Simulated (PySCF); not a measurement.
Methyl 2-methylbutyrate, C6H12O2.
Atom-mapped SMILES: `[CH3:1][CH2:2][C@@H:3]([CH3:4])[C:5](=[O:6])[O:7][CH3:8]` (hydrogens: H9, H10, H11 on C1; H12, H13 on C2; H14 on C3; H15, H16, H17 on C4; H18, H19, H20 on C8)

Cartesian coordinates in Å at the PBE0-D3(BJ)/def2-SVP level; atoms count from 1:
```
atom  x, y, z in Å
C1    -1.930   -1.535   -0.264
C2    -1.746   -0.116    0.247
C3    -0.482    0.568   -0.265
C4    -0.418    2.042    0.142
C5     0.759   -0.123    0.254
O6     0.848   -0.707    1.304
O7     1.794    0.029   -0.584
C8     3.024   -0.525   -0.156
H9    -1.112   -2.187    0.075
H10   -2.872   -1.971    0.103
H11   -1.956   -1.566   -1.366
H12   -1.710   -0.119    1.349
H13   -2.611    0.505   -0.041
H14   -0.444    0.511   -1.366
H15   -0.440    2.142    1.239
H16    0.500    2.520   -0.229
H17   -1.279    2.591   -0.268
H18    3.398   -0.005    0.739
H19    3.728   -0.397   -0.986
H20    2.910   -1.591    0.089
```

Linear response at CAM-B3LYP/def2-SVPD (PySCF, frozen core in the response, non-relativistic). The structure is a single PBE0-D3(BJ)/def2-SVP conformer in the gas phase; no vibrational or solvent corrections.

Static isotropic polarisability: 80.30 au (11.90 Å³), principal values 71.5, 79.5, 89.9 au.

Task: What is the polarisability at 1064 nm and at the sodium D line?

Result: 80.81 au at 1064 nm (+0.6 %), 82.01 au at 589.3 nm (+2.1 %). The rise at 589.3 nm is 3.33 times that at 1064 nm; a pure ω² law gives 3.26. The lowest singlet lies at 209 nm, shorter than both wavelengths.

Task: What is the isotropic C6 coefficient between two such molecules, C6 = (3/π)∫α(iω)² dω?

Result: 2966 au (Eh·bohr⁶) by a ten-point quadrature over imaginary frequencies, which is 1770 eV·Å⁶ or 171 J·nm⁶/mol.

Task: Which effective excitation energy ω̄ makes London's formula C6 = (3/4)α²ω̄ exact here?

Result: ω̄ = 4·C6/(3α²) = 0.613 Eh = 16.7 eV. A one-pole form α(ω) = α/(1 − ω²/ω̄²) fitted to the 1064 nm value gives 14.7 eV.

Task: The lowest 6 singlets have (eV, f): 5.92, 0.002; 7.83, 0.009; 8.20, 0.107; 8.44, 0.017; 8.64, 0.005; 8.71, 0.013. What share of the static polarisability do they carry in the sum over states α = Σ f/ω²?

Result: 1.68 au, 2.1 % of α; the largest term, 1.18 au, is that of the state at 8.20 eV. Their oscillator strengths add up to 0.15. Higher states carry the rest.

Task: What three-body coefficient follows from the one-pole estimate C9 = (3/4)·α·C6?

Result: 179000 au. This is an estimate from the two numbers above, not a computed integral.

Task: How anisotropic is the static polarisability, by Δα² = ½[(α1 − α2)² + (α2 − α3)² + (α3 − α1)²]?

Result: Δα = 16.0 au, or 0.20 of the isotropic value.

Task: What n − 1 at the D line would an ideal gas of it have at 273.15 K and 1 atm (2.6868 × 10¹⁹ cm⁻³), by n − 1 = 2π·N·α′?

Result: 20.51 × 10⁻⁴, a formal value whether or not that pressure can be reached.

On one thread, AMD EPYC 7R43 (x86_64), no GPU, shared host with 256 logical CPUs at a one-minute load of 154, this took 83 s and 1.2 GiB of memory at its peak. This is the whole response run at CAM-B3LYP/def2-SVPD, SCF included.
